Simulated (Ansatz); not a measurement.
The cluster Cr2N2⁺. Total charge 1; doublet. Geometry r2SCAN-D4/def2-SVP, that of the neutral singlet.

```xyz
4

Cr    0.1457    0.1116   -1.1733
Cr   -0.8971    0.7778    0.0219
N    -0.0346   -0.9149    0.4802
N     0.7860    0.0255    0.6711
```

At PBE-D4/def2-TZVP, r2SCAN-D4/def2-TZVP, PBE0-D4/def2-TZVP the charge 1 doublet is spin-contaminated (final ⟨S²⟩ up to 2.92, 0.75 for a pure state). The structure comes from a short search, and lower isomers may exist.

**Question.** Estimate the α-spin orbital energies around the gap (eV) in Ansatz with PBE-D4/def2-TZVP, r2SCAN-D4/def2-TZVP, PBE0-D4/def2-TZVP.

**Answer.** 
| orbital | PBE-D4/def2-TZVP | r2SCAN-D4/def2-TZVP | PBE0-D4/def2-TZVP |
| --- | --- | --- | --- |
| HOMO−5 | -12.87 | -13.00 | -14.20 |
| HOMO−4 | -12.54 | -12.66 | -13.87 |
| HOMO−3 | -11.71 | -11.90 | -13.36 |
| HOMO−2 | -11.51 | -11.87 | -13.25 |
| HOMO−1 | -10.76 | -11.19 | -12.61 |
| HOMO | -10.35 | -10.11 | -10.78 |
| LUMO | -8.81 | -8.56 | -7.94 |
| LUMO+1 | -8.13 | -7.94 | -7.04 |
| LUMO+2 | -8.10 | -7.01 | -6.09 |
| LUMO+3 | -7.80 | -6.97 | -5.48 |
| LUMO+4 | -7.32 | -6.69 | -5.36 |
| LUMO+5 | -7.04 | -6.52 | -5.16 |
| β HOMO | -10.44 | -10.71 | -12.13 |
| β LUMO | -9.84 | -9.28 | -7.87 |
